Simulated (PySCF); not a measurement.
Z-matrix (Å, degrees):
```
B
H 1 1.1861
H 1 1.1861 2 129.81
```
Charge 0, spin multiplicity 2.

**Question.** Predict the dipole moment, total energy and highest occupied spin orbital from CAM-B3LYP-D3(BJ)/def2-TZVP (PySCF).

**Answer.** 
| Property | Value |
|---|---|
| dipole moment | 0.51 D |
| total energy | -25.9169 Ha |
| highest occupied spin orbital | -7.47 eV |
